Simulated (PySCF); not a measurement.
**Vertical excitation energies**

Compound: C₆H₆B₂F₂.
Z-matrix (Å and degrees, PBE0-D3(BJ)/def2-SVP geometry), rows numbered from 1:
```
B 
C   1  1.5714
C   2  1.4011  1  123.40
C   3  1.3936  2  120.43  1  -179.81
C   4  1.3984  3  120.98  2    -0.02
C   5  1.3890  4  119.41  3    -0.09
C   6  1.4026  5  120.04  4     0.07
B   7  1.5279  2  113.62  1    -0.46
F   8  1.3526  7  115.15  2     0.33
F   8  1.3135  7  128.16  2  -179.64
H   1  1.2091  2  120.03  3    83.67
H   1  1.2090  2  120.08  3   -82.91
H   3  1.0935  2  120.40  1     0.13
H   4  1.0934  3  119.46  2   179.97
H   5  1.0922  4  120.13  3   179.95
H   6  1.0934  5  120.24  4  -179.90
```

Method used: TDDFT CAM-B3LYP/def2-SVPD, vertical, gas phase, core orbitals frozen in the response (PySCF).

Problem. What does the calculation give for the low-lying excited states?

Solution. 

```json
{"state": "S1", "E (eV)": "4.88", "E (kJ/mol)": "471", "λ (nm)": "253.9", "f": "0.046", "main configurations (H = HOMO, L = LUMO)": "H→L (82%), H-1→L+2 (14%)"}
{"state": "S2", "E (eV)": "5.55", "E (kJ/mol)": "535", "λ (nm)": "223.4", "f": "0.0005", "main configurations (H = HOMO, L = LUMO)": "H→L+1 (86%), H-4→L+1 (8%)"}
{"state": "S3", "E (eV)": "5.61", "E (kJ/mol)": "542", "λ (nm)": "220.8", "f": "0.092", "main configurations (H = HOMO, L = LUMO)": "H-1→L (75%), H→L+2 (20%)"}
{"state": "S4", "E (eV)": "6.52", "E (kJ/mol)": "629", "λ (nm)": "190.2", "f": "0.0067", "main configurations (H = HOMO, L = LUMO)": "H-2→L (94%)"}
{"state": "S5", "E (eV)": "6.55", "E (kJ/mol)": "632", "λ (nm)": "189.4", "f": "0.620", "main configurations (H = HOMO, L = LUMO)": "H→L+2 (70%), H-1→L (18%)"}
{"state": "S6", "E (eV)": "6.58", "E (kJ/mol)": "635", "λ (nm)": "188.3", "f": "0.012", "main configurations (H = HOMO, L = LUMO)": "H-1→L+1 (93%)"}
{"state": "S7", "E (eV)": "6.64", "E (kJ/mol)": "641", "λ (nm)": "186.6", "f": "0.303", "main configurations (H = HOMO, L = LUMO)": "H-1→L+2 (74%), H→L (12%)"}
{"state": "S8", "E (eV)": "6.84", "E (kJ/mol)": "660", "λ (nm)": "181.3", "f": "0.0044", "main configurations (H = HOMO, L = LUMO)": "H-3→L (96%)"}
{"state": "S9", "E (eV)": "6.99", "E (kJ/mol)": "674", "λ (nm)": "177.5", "f": "0.033", "main configurations (H = HOMO, L = LUMO)": "H-2→L+1 (73%)"}
{"state": "S10", "E (eV)": "7.01", "E (kJ/mol)": "676", "λ (nm)": "176.9", "f": "0.0031", "main configurations (H = HOMO, L = LUMO)": "H→L+3 (85%)"}
```

Triplets, Tamm–Dancoff:

| state | E (eV) | λ (nm) | main configurations (H = HOMO, L = LUMO) |
| --- | --- | --- | --- |
| T1 | 3.81 | 325.5 | H-1→L (57%), H→L+2 (20%), H→L (16%) |
| T2 | 4.05 | 306.0 | H→L (79%), H-1→L (12%) |
| T3 | 4.56 | 271.9 | H→L+2 (70%), H-1→L (26%) |
| T4 | 5.24 | 236.5 | H→L+1 (73%), H-4→L+1 (19%) |

The lowest singlet lies at 4.88 eV (254 nm, ultraviolet) and is of moderate strength; its leading configuration is HOMO→LUMO (82%). The strongest level in the table is S5 at 6.55 eV (189 nm, f = 0.620). Löwdin shares by element: HOMO carbon 67% or more (atoms not listed hold the other 33%); LUMO carbon 43% or more, boron 17% or more (atoms not listed hold the other 40%). Orbital energies (eV): HOMO-3 -11.22, HOMO-2 -10.75, HOMO-1 -9.08, HOMO -8.60, LUMO -0.60, LUMO+1 0.27, LUMO+2 0.46. Weighted by f, the mean energy of these states is 6.44 eV. The listed states span 2.13 eV, and the widest gap between neighbours is 0.90 eV (S3 to S4). The vertical ionisation energy (ΔSCF) is 9.26 eV, 2.25 eV above S10. Only the lowest 10 singlets were computed, as vertical energies without vibronic structure.

Hardware: an Arm Neoverse V2 with one thread, no GPU, shared host with 96 logical CPUs at a one-minute load of 48. Cost: 5.9 min of wall time (grids of density and orbitals included), 1.4 GiB resident at most.
